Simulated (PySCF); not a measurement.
Species: GeH7PSi.
Numbering: `[SiH3:1][GeH2:2][PH2:3]` (hydrogens: H4, H5, H6 on Si1; H7, H8 on Ge2; H9, H10 on P3)

Cartesian coordinates in Å at the PBE0-D3(BJ)/def2-SVP level; atoms count from 1:
```
atom  x, y, z in Å
Si1    1.5118    0.7108    0.1161
Ge2   -0.2974   -0.7978   -0.2449
P3    -2.2687    0.4488   -0.3125
H4     2.8185   -0.0153    0.1258
H5     1.5304    1.7393   -0.9678
H6     1.3300    1.3985    1.4314
H7    -0.3271   -1.8870    0.8480
H8    -0.1458   -1.4896   -1.6146
H9    -3.1208   -0.6772   -0.0905
H10   -2.2084    0.7795    1.0773
```

Theory: TDDFT wB97X-D/def2-SVPD, vertical, gas phase, core orbitals frozen in the response in PySCF 2.14.0, density-fitted response routines. Relativistic effects, spin–orbit coupling among them, are left out although an element past zinc is present.

Transition dipole moments from the ground state, in atomic units and in the frame of the coordinates above (overall signs are arbitrary), for the states with f of 0.002 or more among the lowest 7:

```tsv
state	E (hartree)	μx	μy	μz
S1	0.2355	0.430	-0.387	0.035
S2	0.2420	-0.836	0.310	0.046
S3	0.2465	0.475	-0.402	0.356
S4	0.2597	-1.044	-0.079	-0.103
S5	0.2658	0.083	-0.373	0.064
S6	0.2672	-0.030	0.236	0.122
S7	0.2760	-0.079	-0.215	-0.121
```

Problem. Work out the oscillator strengths.

Solution. f = (2/3) ΔE |μ|² with ΔE in hartree (27.2114 eV).

| state | \|μ\|² (au) | \|μ\| (D) | f |
| --- | --- | --- | --- |
| S1 | 0.336 | 1.47 | 0.053 |
| S2 | 0.797 | 2.27 | 0.129 |
| S3 | 0.514 | 1.82 | 0.084 |
| S4 | 1.106 | 2.67 | 0.192 |
| S5 | 0.150 | 0.99 | 0.027 |
| S6 | 0.071 | 0.68 | 0.013 |
| S7 | 0.067 | 0.66 | 0.012 |

Problem. What angle do the transition dipoles of S1 and S7 make?

Solution. |cos θ| = |μa·μb| / (|μa| |μb|) = 0.30, so θ ≈ 72° (taken between 0 and 90°, since the signs are arbitrary).

Problem. What peak molar absorption coefficient would the strongest computed level give as a lone Gaussian band 0.5 eV wide at half height?

Solution. ε(max) = 2.175×10⁸ f / FWHM, with the width in cm⁻¹. S4: 2.175×10⁸ × 0.1915 / 4033 ≈ 10000 L mol⁻¹ cm⁻¹.

The vertical ionisation energy (ΔSCF) is 9.56 eV, 2.05 eV above S7.

One conformer stands for the species.

Without π bonds the low states may be Rydberg-like; a valence basis with one diffuse set may place them up to an eV too high.
